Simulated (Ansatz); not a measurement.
`N#[C][SnH3]` + H₂O → `N#CO` + `[SnH4]`  (formal hydrolysis of a C–Sn bond)

Calculated with Ansatz (gas phase, PBE0-D4/def2-TZVP geometries, no zero-point term in ΔE). CBS: MP2 limit from def2 TZ/QZ plus the TZ coupled-cluster correction, frozen cores. This one scheme is used for every species. Functionals use def2-TZVPP. B3LYP here is the variant with VWN-RPA as its local correlation; programs differ in this. HSE06 is defined as in plane-wave codes. def2 core potentials past Kr. For Sn outer-core shells are correlated without core-valence functions, which leaves a few kJ/mol of doubt a bond. Each species was taken in one conformer, which may not be the lowest.

```
             level  ΔE (kJ/mol)  difference from CCSD(T)/CBS
            PBE-D4         90.4                        -37.7
           BLYP-D4         98.5                        -29.6
         r2SCAN-D4         97.0                        -31.1
            B97M-V         91.3                        -36.8
          B3LYP-D4        102.0                        -26.1
        r2SCANh-D4         98.5                        -29.6
        r2SCAN0-D4        100.3                        -27.8
          HSE06-D4         96.3                        -31.8
            revPBE         92.4                        -35.7
            r2SCAN         96.6                        -31.5
             HSE06         94.7                        -33.4
         CAM-B3LYP        100.4                        -27.7
     CCSD/def2-SVP         91.9                        -36.2
    MP2/def2-TZVPP        127.3                         -0.8
SCS-MP2/def2-QZVPP        130.3                          2.2
    CCSD/CBS(def2)        128.0                         -0.1
       CCSD(T)/CBS        128.1                            0
```

Largest T1 diagnostic among the species: 0.014.

From PBE to PBE0 (25 % exact exchange), in def2-TZVPP and without D4, ΔE moves by +6.0 kJ/mol. At CCSD(T), def2-SVP lies −37.8 kJ/mol from the extrapolated value and def2-TZVPP −8.0 kJ/mol. In def2-TZVPP, CCSD(T) changes the Hartree–Fock value by +9.2 kJ/mol (the triples alone add +0.1 kJ/mol) and MP2 by +16.3 kJ/mol.
